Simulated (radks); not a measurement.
Q: Te3+, 49 electrons, occupied as [Kr] 4d10 5s2 5p1. All-electron calculation, Dirac Kohn-Sham, PBE, spin-unpolarised, spherical densities, point nucleus; open shells are shared between the two j in proportion to 2j + 1; speed of light set to 116.481 atomic units (0.85 times the physical value, a model run). Program: a radial shooting solver on a logarithmic mesh with Libxc functionals.

Spin-orbit splittings of the eigenvalues, e(l+1/2) - e(l-1/2), with zeta = 2 splitting/(2l+1) and mean radii in bohr:

shell  occ.  splitting (eV)  zeta (eV)  <r> j=l-1/2  <r> j=l+1/2
2p        6           394.3      262.9      0.09819       0.1060
3p        6           73.73      49.15       0.3065       0.3226
3d       10               ?          ?       0.2938       0.2988
4p        6           14.03      9.355       0.7880       0.8281
4d       10           2.041     0.8165       0.9581       0.9743
4f        0         0.01962   0.005605        3.185        3.198
5p        1           1.758      1.172        2.154        2.254

Estimate the 3d splitting.

A: 14.79 eV (zeta = 5.917 eV).
